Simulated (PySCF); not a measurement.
C3H8O2, charge +1, doublet, at a GFN2-xTB geometry (a state made from the parent by changing its charge; the spin is typed, not shown lowest); B3LYP/cc-pVDZ (PySCF).

PySCF was given this input:
```python
from pyscf import gto, scf, dft

mol = gto.Mole()
mol.atom = '''
    C     1.81426179    0.09406184    0.39240456
    C     0.44933079    0.41970845   -0.12989931
    O    -0.26653974    1.33745720    0.54478004
    C    -0.47729955   -1.00567937   -0.14957349
    O    -1.60068711   -0.83176109   -0.84307436
    H     2.43337789    0.99299772    0.30055944
    H     1.80659021   -0.18341774    1.44661806
    H     2.29308471   -0.69394527   -0.18094597
    H     0.42551817    0.67055383   -1.20030474
    H     0.04101484    1.49507836    1.45425721
    H     0.16087263   -1.72346247   -0.67132052
    H    -0.60421294   -1.22951919    0.91565746
    H    -2.33618881   -0.42239982   -0.35575692
'''
mol.basis = 'cc-pvdz'
mol.charge = 1
mol.spin = 1
mol.verbose = 4
mol.build()

mf = dft.UKS(mol)
mf.xc = 'b3lyp'
mf.kernel()
```

It wrote (shortened):

```
PySCF version 2.14.0

[INPUT] verbose = 4
[INPUT] num. atoms = 13
[INPUT] num. electrons = 41
[INPUT] charge = 1
[INPUT] spin (= nelec alpha-beta = 2S) = 1
[INPUT] symmetry False subgroup None
[INPUT] Mole.unit = angstrom
[INPUT] Symbol           X                Y                Z      unit          X                Y                Z       unit  Magmom
[INPUT]  1 C      1.814261790000   0.094061840000   0.392404560000 AA    3.428457901363   0.177751116373   0.741537148430 Bohr   0.0
[INPUT]  2 C      0.449330790000   0.419708450000  -0.129899310000 AA    0.849112132434   0.793134022666  -0.245474119670 Bohr   0.0
[INPUT]  3 O     -0.266539740000   1.337457200000   0.544780040000 AA   -0.503687109913   2.527427811328   1.029485073730 Bohr   0.0
[INPUT]  4 C     -0.477299550000  -1.005679370000  -0.149573490000 AA   -0.901965428878  -1.900458578425  -0.282652931595 Bohr   0.0
[INPUT]  5 O     -1.600687110000  -0.831761090000  -0.843074360000 AA   -3.024860249022  -1.571800661170  -1.593179643043 Bohr   0.0
[INPUT]  6 H      2.433377890000   0.992997720000   0.300559440000 AA    4.598417769672   1.876493733118   0.567975025753 Bohr   0.0
[INPUT]  7 H      1.806590210000  -0.183417740000   1.446618060000 AA    3.413960716220  -0.346609294987   2.733711940250 Bohr   0.0
[INPUT]  8 H      2.293084710000  -0.693945270000  -0.180945970000 AA    4.333302082328  -1.311366505737  -0.341938326644 Bohr   0.0
[INPUT]  9 H      0.425518170000   0.670553830000  -1.200304740000 AA    0.804112802326   1.267163090478  -2.268247224617 Bohr   0.0
[INPUT] 10 H      0.041014840000   1.495078360000   1.454257210000 AA    0.077506814643   2.825288635164   2.748147841574 Bohr   0.0
[INPUT] 11 H      0.160872630000  -1.723462470000  -0.671320520000 AA    0.304005211638  -3.256872054266  -1.268611924601 Bohr   0.0
[INPUT] 12 H     -0.604212940000  -1.229519190000   0.915657460000 AA   -1.141796977518  -2.323454533997   1.730341823315 Bohr   0.0
[INPUT] 13 H     -2.336188810000  -0.422399820000  -0.355756920000 AA   -4.414757026174  -0.798219974866  -0.672283145719 Bohr   0.0

nuclear repulsion = 194.04517690781
number of shells = 49
number of NR pGTOs = 186
number of NR cGTOs = 110
basis = cc-pvdz
ecp = {}

******** <class 'pyscf.dft.uks.UKS'> ********
method = UKS
initial guess = minao
damping factor = 0
level_shift factor = 0
DIIS = <class 'pyscf.scf.diis.CDIIS'>
diis_start_cycle = 1
diis_space = 8
diis_damp = 0
SCF conv_tol = 1e-09
SCF conv_tol_grad = None
SCF max_cycles = 50
direct_scf = True
direct_scf_tol = 1e-13
number electrons alpha = 21  beta = 20
XC library pyscf.dft.libxc version 7.1.2
    S. Lehtola, C. Steigemann, M. J. T. Oliveira, and M. A. L. Marques,  SoftwareX 7, 1–5 (2018)
XC functionals = b3lyp
    P. J. Stephens, F. J. Devlin, C. F. Chabalowski, and M. J. Frisch,  J. Phys. Chem. 98, 11623 (1994)
radial grids:
    Treutler-Ahlrichs [JCP 102, 346 (1995); DOI:10.1063/1.469408] (M4) radial grids

becke partition: Becke, JCP 88, 2547 (1988); DOI:10.1063/1.454033
pruning grids: <function nwchem_prune>
grids dens level: 3
symmetrized grids: False
atomic radii adjust function: <function treutler_atomic_radii_adjust>
small_rho_cutoff = 0
Set gradient conv threshold to 3.16228e-05
tot grids = 148984
init E= -270.039467894915

cycle= 1 E= -269.130411020355  delta_E= 0.909  |g|= 0.558  |ddm|= 2.27
cycle= 2 E= -268.888389076651  delta_E= 0.242  |g|= 0.972  |ddm|= 0.996
cycle= 3 E= -269.24719437945  delta_E= -0.359  |g|= 0.092  |ddm|= 0.697
cycle= 4 E= -269.250079546012  delta_E= -0.00289  |g|= 0.0565  |ddm|= 0.112
cycle= 5 E= -269.251171936683  delta_E= -0.00109  |g|= 0.0262  |ddm|= 0.0569
cycle= 6 E= -269.251454724113  delta_E= -0.000283  |g|= 0.00588  |ddm|= 0.0229
cycle= 7 E= -269.251472189723  delta_E= -1.75e-05  |g|= 0.00169  |ddm|= 0.00536
cycle= 8 E= -269.251474164142  delta_E= -1.97e-06  |g|= 0.000803  |ddm|= 0.00279
cycle= 9 E= -269.25147455598  delta_E= -3.92e-07  |g|= 0.000185  |ddm|= 0.000957
cycle= 10 E= -269.251474577894  delta_E= -2.19e-08  |g|= 5.65e-05  |ddm|= 0.000254
cycle= 11 E= -269.251474580168  delta_E= -2.27e-09  |g|= 2.06e-05  |ddm|= 7.74e-05
cycle= 12 E= -269.251474580392  delta_E= -2.24e-10  |g|= 1.18e-05  |ddm|= 3.46e-05
Extra cycle  E= -269.25147458032  delta_E= 7.15e-11  |g|= 1.82e-05  |ddm|= 2.04e-05
converged SCF energy = -269.25147458032  <S^2> = 0.75300961  2S+1 = 2.0030074
```
